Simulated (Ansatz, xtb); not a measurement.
## C8H4N2: which of two isomers lies lower

Structure I is `C#Cc1cc(C#C)ncn1`, a singlet and structure II is `C#Cc1cnc(C#C)nc1`, a singlet. Both are isolated molecules in the gas phase, relaxed with B3LYP-D3(BJ)/def2-SVP.

I (Å):

```yaml
atoms:
  - { symbol: C, position_ang: [1.9111, -2.4011, 1.2433] }
  - { symbol: C, position_ang: [1.1432, -1.7149, 0.6039] }
  - { symbol: C, position_ang: [0.2237, -0.8883, -0.1268] }
  - { symbol: C, position_ang: [-0.5816, 0.0444, 0.5449] }
  - { symbol: C, position_ang: [-1.4545, 0.8138, -0.2396] }
  - { symbol: C, position_ang: [-2.3124, 1.7900, 0.3718] }
  - { symbol: C, position_ang: [-3.0263, 2.6072, 0.9121] }
  - { symbol: C, position_ang: [-0.7044, -0.2523, -2.1046] }
  - { symbol: N, position_ang: [-1.5144, 0.6625, -1.5742] }
  - { symbol: N, position_ang: [0.1599, -1.0357, -1.4617] }
  - { symbol: H, position_ang: [2.5955, -3.0151, 1.7987] }
  - { symbol: H, position_ang: [-0.5313, 0.1657, 1.6267] }
  - { symbol: H, position_ang: [-3.6640, 3.3346, 1.3791] }
  - { symbol: H, position_ang: [-0.7548, -0.3742, -3.1932] }
```

II (Å):

```yaml
atoms:
  - { symbol: C, position_ang: [1.3443, -3.3028, -0.3560] }
  - { symbol: C, position_ang: [0.7251, -2.2647, -0.2460] }
  - { symbol: C, position_ang: [-0.0017, -1.0469, -0.1168] }
  - { symbol: C, position_ang: [0.6363, 0.1976, 0.0643] }
  - { symbol: C, position_ang: [-1.3780, 1.2582, 0.1282] }
  - { symbol: C, position_ang: [-2.1123, 2.4882, 0.2587] }
  - { symbol: C, position_ang: [-2.7309, 3.5245, 0.3685] }
  - { symbol: C, position_ang: [-1.4104, -1.0005, -0.1608] }
  - { symbol: N, position_ang: [-0.0376, 1.3326, 0.1851] }
  - { symbol: N, position_ang: [-2.0899, 0.1312, -0.0406] }
  - { symbol: H, position_ang: [1.8922, -4.2214, -0.4533] }
  - { symbol: H, position_ang: [1.7296, 0.2522, 0.1100] }
  - { symbol: H, position_ang: [-3.2790, 4.4431, 0.4658] }
  - { symbol: H, position_ang: [-1.9855, -1.9228, -0.2987] }
```

Quicker runs give these differences E(II) − E(I): GFN2-xTB −0.20 kcal/mol; HF/STO-3G −0.21 kcal/mol (at GFN2-xTB geometries); r2SCAN-D4/def2-SVP −0.83 kcal/mol (at GFN2-xTB geometries).

Q: Estimate E(II) − E(I) at the level CCSD(T)/def2-SVP + ΔMP2/def2-TZVPP.

A: CCSD(T)/def2-SVP + ΔMP2/def2-TZVPP gives E(II) − E(I) = +0.26 kcal/mol, slightly favouring structure I, which is too small a margin to settle the true order.

The same difference at several levels:

```
                             level               geometry  E(II) − E(I) (kcal/mol)  departure from the last row (kcal/mol)  job, with rough time for the two
                          GFN2-xTB               GFN2-xTB                     −0.20                                   −0.46              optimisation, 0.56 s
                         HF/STO-3G               GFN2-xTB                     −0.21                                   −0.47               single point, 2.5 s
                r2SCAN-D4/def2-SVP               GFN2-xTB                     −0.83                                   −1.09                single point, 13 s
             B3LYP-D3(BJ)/def2-SVP  B3LYP-D3(BJ)/def2-SVP                     −0.65                                   −0.92             optimisation, 2.3 min
                       HF/def2-SVP  B3LYP-D3(BJ)/def2-SVP                     −0.85                                   −1.11           part of the CCSD(T) run
                      MP2/def2-SVP  B3LYP-D3(BJ)/def2-SVP                     +0.41                                   +0.15           part of the CCSD(T) run
                  CCSD(T)/def2-SVP  B3LYP-D3(BJ)/def2-SVP                     −0.21                                   −0.47                      single point
CCSD(T)/def2-SVP + ΔMP2/def2-TZVPP  B3LYP-D3(BJ)/def2-SVP                     +0.26                                                     single point, 7.9 min
```

As drawn, both hold the same kinds of bond in the same numbers.

The largest departure from CCSD(T)/def2-SVP + ΔMP2/def2-TZVPP is that of HF/def2-SVP, 1.11 kcal/mol. The last row adds to CCSD(T) the change of the MP2 difference between the two basis sets, here +0.47 kcal/mol.

With thermal terms from frequencies at re-optimised GFN2-xTB minima (ideal gas, soft modes damped towards free rotors, one conformer each, 298.15 K, 1 atm): the zero-point term adds −0.09 kcal/mol; ΔH is +0.19 and ΔG +0.28 kcal/mol.

The correlated steps freeze 10 core orbitals. Codes used: Ansatz 0.2.0, xtb 6.7.1; the last row on 2 threads of Intel(R) Xeon(R) Processor @ 2.50GHz (Skylake/Cascade Lake) on a shared host.
